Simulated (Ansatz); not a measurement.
`C=C[Si](N)(Cl)O[SiH3]` + `[SiH3][O][GeH]` → `C=C[SiH](N)Cl` + `[SiH3][O][Ge][O][SiH3]`  (redistribution)

Computed with Ansatz on PBE0-D4/def2-TZVP structures; ΔE is electronic, products minus reactants. CBS: MP2 limit from def2 TZ/QZ plus the TZ coupled-cluster correction, frozen cores. Functionals use def2-TZVPP. B3LYP here is the variant with VWN-RPA as its local correlation; programs differ in this. For Ge outer-core shells are correlated without core-valence functions, which leaves a few kJ/mol of doubt a bond. Scalar relativity is left out up to krypton. Each species was taken in one conformer, which may not be the lowest.

`C=C[Si](N)(Cl)O[SiH3]`:

```xyz
15

C     1.104   -2.147   -0.767
C     1.216   -0.908   -1.238
Si    0.276    0.516   -0.544
N     1.325    1.768   -0.091
Cl   -0.969    1.363   -1.954
O    -0.676   -0.074    0.641
Si   -2.048    0.241    1.480
H     0.434   -2.381    0.055
H     1.673   -2.975   -1.180
H     1.899   -0.719   -2.063
H     1.030    2.730   -0.088
H     2.111    1.602    0.516
H    -2.047   -0.627    2.683
H    -3.241   -0.058    0.650
H    -2.087    1.667    1.899
```

`[SiH3][O][GeH]`:

Z-matrix (Å, degrees):
```
Si
O 1 1.643
H 1 1.485 2 109.3
H 1 1.490 2 110.8 3 120.2
H 1 1.485 2 109.3 3 -119.6
Ge 2 1.789 1 134.1 3 -120.3
H 6 1.605 2 93.5 1 180.0
```

`C=C[SiH](N)Cl`:

Z-matrix (Å, degrees):
```
Si
C 1 1.850
Cl 1 2.077 2 107.5
N 1 1.703 2 108.9 3 -124.7
H 1 1.480 2 113.8 3 116.1
C 2 1.329 1 125.0 3 -1.3
H 2 1.090 1 116.5 3 178.8
H 4 1.008 1 120.1 2 48.9
H 4 1.007 1 120.2 2 -166.0
H 6 1.086 2 121.5 1 -0.0
H 6 1.086 2 121.9 1 -179.9
```

`[SiH3][O][Ge][O][SiH3]`:

Cartesian coordinates in Å:
```
Si -1.114 -1.910 -0.780
O -0.303 -0.487 -0.693
Ge 0.382 0.769 -1.774
O 1.020 1.815 -0.489
Si 1.019 1.722 1.159
H -1.356 -2.291 -2.200
H -0.314 -2.976 -0.125
H -2.422 -1.779 -0.089
H 1.733 0.505 1.625
H 1.723 2.924 1.673
H -0.368 1.708 1.692
```

```
             level  ΔE (kcal/mol)  difference from CCSD(T)/CBS
            PBE-D4           -3.2                         -1.9
         r2SCAN-D4           -1.7                         -0.4
           PBE0-D4           -1.2                          0.1
          B3LYP-D4           -1.2                          0.1
           ωB97X-V           -1.2                          0.1
           ωB97M-V           -0.8                          0.5
            B2PLYP           -2.1                         -0.8
               PBE           -3.8                         -2.5
            r2SCAN           -1.9                         -0.6
              PBE0           -1.8                         -0.5
             B3LYP           -2.0                         -0.7
     HF/def2-TZVPP            2.0                          3.3
    MP2/def2-TZVPP           -2.2                         -0.9
SCS-MP2/def2-TZVPP           -1.8                         -0.5
   CCSD/def2-TZVPP           -0.2                          1.1
CCSD(T)/def2-TZVPP           -1.0                          0.3
     HF/def2-QZVPP            2.2                          3.5
    MP2/def2-QZVPP           -2.2                         -0.9
SCS-MP2/def2-QZVPP           -1.7                         -0.4
      HF/CBS(def2)            2.3                          3.6
     MP2/CBS(def2)           -2.4                         -1.1
    CCSD/CBS(def2)           -0.4                          0.9
       CCSD(T)/CBS           -1.3                            0
```

Largest T1 diagnostic among the species: 0.014.

The D4 term adds +0.8 kcal/mol with B3LYP and +0.5 kcal/mol with PBE0; it sums over pairs of atoms, weighted by their polarisabilities, and B3LYP, whose exchange is more repulsive, gets the larger term. In def2-TZVPP, CCSD(T) changes the Hartree–Fock value by −3.0 kcal/mol (the triples alone add −0.9 kcal/mol) and MP2 by −4.1 kcal/mol. From PBE to PBE0 (25 % exact exchange), in def2-TZVPP and without D4, ΔE moves by +2.0 kcal/mol.
